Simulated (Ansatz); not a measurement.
Molecule: [diamino(methyl)germyl]methane, C₂H₁₀GeN₂, net charge 0, singlet state. 
Structure (B3LYP-D3(BJ)/def2-TZVP (Ansatz, a quantum-chemistry and plane-wave program) minimum search):
```xyz
15

C      1.7159    -0.6154    -0.7021
Ge    -0.0003     0.0009     0.0019
C     -1.4772    -0.2233    -1.2752
N     -0.4533    -1.0149     1.4808
N      0.2889     1.7603     0.5389
H      1.6406    -1.6593    -1.0047
H      2.0179    -0.0208    -1.5652
H      2.4839    -0.5276     0.0662
H     -2.4061     0.1664    -0.8566
H     -1.6169    -1.2786    -1.5117
H     -1.2639     0.3170    -2.1978
H      0.0658    -0.7856     2.3185
H     -1.4396    -1.0203     1.7031
H      0.7832     2.3355    -0.1312
H     -0.5363     2.2599     0.8442
```
Charge 0, spin multiplicity 1.

Total electronic energies in hartree. Correlated levels leave the core frozen unless marked. Spin-orbit coupling is left out. Frozen are the shells of the preceding noble gas and the d and f shells that filled before the atom's block. No relativistic terms. CBS(X,Y): correlation extrapolated as X^-3; Hartree-Fock from the larger set.

```
level                                program  energy (Eh)
----------------------------  --------------  -----------
RI-HF/aug-cc-pVTZ                     Ansatz  -2265.99017
SVWN5/def2-TZVPD                      Ansatz          ___
B3LYP/def2-TZVPD                      Ansatz          ___
CAM-B3LYP-D3(BJ)/def2-TZVPD   Ansatz + dftd3  -2268.90101
CAM-B3LYP/def2-TZVPD                  Ansatz  -2268.89160
MP2/aug-cc-pVDZ                       Ansatz  -2266.64497
RI-MP2/CBS(cc-pVTZ,cc-pVQZ)           Ansatz   -2267.0251
CCSD(T)/cc-pVTZ                       Ansatz  -2266.98757
CCSD(T)/CBS(cc-pVTZ,cc-pVQZ)          Ansatz   -2267.0995
```

Q: What belongs in the gaps?

A: 
- SVWN5/def2-TZVPD, energy (Eh): -2264.04065
- B3LYP/def2-TZVPD, energy (Eh): -2268.92320
